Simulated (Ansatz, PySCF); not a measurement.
Molecule: GeCl2, charge 0, multiplicity 1. SMILES: [Cl][Ge][Cl]
Geometry: optimised at B3LYP-D3(BJ)/def2-TZVP (Ansatz, a quantum-chemistry and plane-wave program).

Quantity: vertical triplet-singlet gap (E(triplet) - E(singlet); each state is the SCF solution reached for its spin), in kcal/mol. Cores are frozen in the correlated levels unless marked. Open shells are spin-unrestricted. No spin-orbit coupling. Frozen are the shells of the preceding noble gas and the d and f shells that filled before the atom's block. Non-relativistic. CBS(X,Y): correlation extrapolated as X^-3; Hartree-Fock from the larger set. [CCSD(T)-MP2]/basis is that difference in the basis named.

```tsv
level	program	vertical triplet-singlet gap (kcal/mol)
SVWN5/def2-TZVPD	Ansatz	68.0
BHLYP/def2-TZVPD	Ansatz	(withheld)
M06-2X/def2-TZVPD	PySCF	59.6
CAM-B3LYP/def2-TZVPD	Ansatz	66.5
wB97M-V/def2-TZVPD	Ansatz	(withheld)
wB97X-V/def2-TZVPD	Ansatz	67.1
SCS-MP2/def2-SVPD	Ansatz	63.7
CCSD/def2-SVPD	Ansatz	(withheld)
CCSD/def2-TZVPPD	Ansatz	(withheld)
RI-MP2/CBS(def2-TZVPPD,def2-QZVPPD)+[CCSD(T)-MP2]/def2-TZVPPD	Ansatz	64.6
```

Q: Some entries are withheld; supply them.

A: 
- BHLYP/def2-TZVPD, vertical triplet-singlet gap (kcal/mol): 64.9
- wB97M-V/def2-TZVPD, vertical triplet-singlet gap (kcal/mol): 67.4
- CCSD/def2-SVPD, vertical triplet-singlet gap (kcal/mol): 62.2
- CCSD/def2-TZVPPD, vertical triplet-singlet gap (kcal/mol): 62.6
